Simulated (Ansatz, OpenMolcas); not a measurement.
GeF2: a line through the functionals

GeF2: 3 atoms, total charge 0, spin state singlet. As SMILES, `[F][Ge][F]`. Geometry: relaxed at PBE0-D4/def2-TZVP.

The HOMO–LUMO gap y, in eV, basis def2-TZVPP; a is the functional's share of exact exchange. Programs: Ansatz 0.2.0, OpenMolcas 26.06.

| functional | program | a | y (eV) |
| --- | --- | --- | --- |
| PBE | Ansatz | 0 | 4.29 |
| TPSS | OpenMolcas | 0 | 4.44 |
| B3LYP | Ansatz | 0.2 | 5.94 |
| r2SCAN0 | Ansatz | 0.25 | ? |
| PBE0 | Ansatz | 0.25 | 6.36 |
| BHLYP | Ansatz | 0.5 | 8.36 |

**Question.** Fit y = c + s·a to the known rows and predict r2SCAN0.

**Answer.** 
1. Means of the 5 rows: a = 0.1900, y = 5.878.
2. Σ(Δa)² = 0.172, Σ(Δa·Δy) = 1.3739, so the slope is 1.3739/0.172 = 7.9878.
3. Intercept: 5.878 − (7.9878) × 0.1900 = 4.360. The largest residual of the fit is 0.080.
4. r2SCAN0: 4.360 + (7.9878) × 0.25 = 6.36 eV.

The run gave 6.62 eV, so the prediction is off by -0.26 eV, more than the scatter of the fit. Exact exchange lowers occupied levels and raises empty ones. The rows mix families of semi-local functionals, which the line can't see.
